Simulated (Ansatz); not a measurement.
A run for Ansatz (an electronic-structure program): R-PBE0/def2-TZVPPD on H2O (SMILES O). The basis file is the Basis Set Exchange's JSON of that set.

Ansatz 0.2 input:
```yaml
crystal:
  periodic: [false, false, false]
  atoms:
    - {symbol: O, position_ang: [-0.00000000, -0.00000000, 0.38961139]}
    - {symbol: H, position_ang: [-0.00000000, 0.76498632, -0.19485569]}
    - {symbol: H, position_ang: [0.00000000, -0.76498632, -0.19485569]}
basis:
  gaussian:
    orbitals: def2-TZVPPD.json
hamiltonian:
  xc: {name: PBE0}
scf: {lower_state_search: off}
```

Output:

```
WARN ansatz: RAYON_NUM_THREADS=1 ignored (pool sized by the plan → 1); use --threads N
Functional definition: PBE0
these checks for a lower state are left out or cut short: stability, starts, cluster_reference, orbital_swaps, neighbouring_geometries, increment
integrals: 0.01 GiB planned
302 factors; their error is unknown
mean field: 0.12 GiB planned
mean field evaluation 1: about -2074.4763 eV, gradient 5.0e1 eV
mean field evaluation 2: about -2067.2289 eV, gradient 8.0e1 eV
mean field evaluation 4: about -2078.4883 eV, gradient 2.7e-1 eV
mean field evaluation 8: about -2078.4951 eV, gradient 2.0e-3 eV
mean field -2078.49514526 eV, -76.3832877337 hartree, gradient 6.9e-7 eV, S^2 0.000000; 0 other end points of the search recorded, 0 dependent functions left out
reference -2078.49517481 eV, -76.3832888195 hartree; 5, 5 occupied and 69, 69 virtual orbitals, 302 factors
Total energy: -2078.49517481 eV, -76.3832888195 hartree
Checks for a lower state left out: stability, starts, cluster_reference, orbital_swaps, neighbouring_geometries, increment
```

The calculation finished and met its thresholds.

Cost: very roughly 0.23 core-seconds.
